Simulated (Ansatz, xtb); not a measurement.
Two structures of F2Ga2N2

Structure I: a triplet given by its coordinates. Structure II: a triplet given by its coordinates. Both are gas-phase species (loosely bound parts included), relaxed with r2SCAN-D4/def2-SVP.

I (Å):

```xyz
6

F    -1.3313   -1.4541    0.5480
F     1.2172   -1.8373   -0.7856
Ga   -0.4537   -1.4118   -1.1525
Ga   -1.6631    0.1220    1.7603
N    -0.9165    1.2769   -0.1747
N    -0.4849    0.6239   -1.0465
```

Close contacts (Å): F1–Ga3 1.91, F1–Ga4 2.02, F2–Ga3 1.76, Ga3–N6 2.04, Ga4–N5 2.37, N5–N6 1.17.

II (Å):

```yaml
atoms:
  - { symbol: F, position_ang: [-0.8786, 1.0675, 0.3733] }
  - { symbol: F, position_ang: [1.0339, -0.5920, 0.2621] }
  - { symbol: Ga, position_ang: [0.1921, 0.4588, -1.0147] }
  - { symbol: Ga, position_ang: [-0.6509, -0.6911, 1.6504] }
  - { symbol: N, position_ang: [-1.1236, -1.0279, -1.4542] }
  - { symbol: N, position_ang: [-1.5684, -1.6022, -0.5342] }
```

Close contacts (Å): F1–Ga3 1.86, F1–Ga4 2.19, F2–Ga3 1.86, F2–Ga4 2.19, Ga3–Ga4 3.02, Ga3–N5 2.03, N5–N6 1.17.

Q: Estimate E(II) − E(I) at the level CCSD(T)/def2-SVP + ΔMP2/def2-TZVPP.

A: Too close to call at this level: CCSD(T)/def2-SVP + ΔMP2/def2-TZVPP gives E(II) − E(I) = −2.70 kJ/mol.

The same difference at several levels:

```tsv
level	geometry	E(II) − E(I) (kJ/mol)	departure from the last row (kJ/mol)	job, with rough time for the two
r2SCAN-D4/def2-SVP	r2SCAN-D4/def2-SVP	−15.81	−13.11	optimisation, 2.4 min
HF/def2-SVP	r2SCAN-D4/def2-SVP	−2.16	+0.54	part of the CCSD(T) run
MP2/def2-SVP	r2SCAN-D4/def2-SVP	−1.84	+0.86	part of the CCSD(T) run
CCSD(T)/def2-SVP	r2SCAN-D4/def2-SVP	−6.48	−3.78	single point
CCSD(T)/def2-SVP + ΔMP2/def2-TZVPP	r2SCAN-D4/def2-SVP	−2.70		single point, 3.3 min
```

The largest departure from CCSD(T)/def2-SVP + ΔMP2/def2-TZVPP is that of r2SCAN-D4/def2-SVP, 13.11 kJ/mol. Levels run at GFN2-xTB geometries aren't shown. The last row adds to CCSD(T) the change of the MP2 difference between the two basis sets, here +3.78 kJ/mol. The triplet state of I needn't be its ground state. The triplet state of II needn't be its ground state.

With harmonic frequencies from r2SCAN-D4/def2-SVP (ideal gas, rigid rotor, one conformer each, 298.15 K, 1 atm): on the last row, ΔE + ΔZPE = −1.97 kJ/mol. A mode under 50 cm⁻¹ makes harmonic enthalpies and free energies unreliable, so none is given.

Open shells are spin-unrestricted. The correlated steps freeze 22 core orbitals; the filled d shell of Ga is correlated, in a basis made for valence electrons. Programs: Ansatz 0.2.0; the last row on 2 threads of Intel(R) Xeon(R) 6975P-C (Granite Rapids) on a shared host.
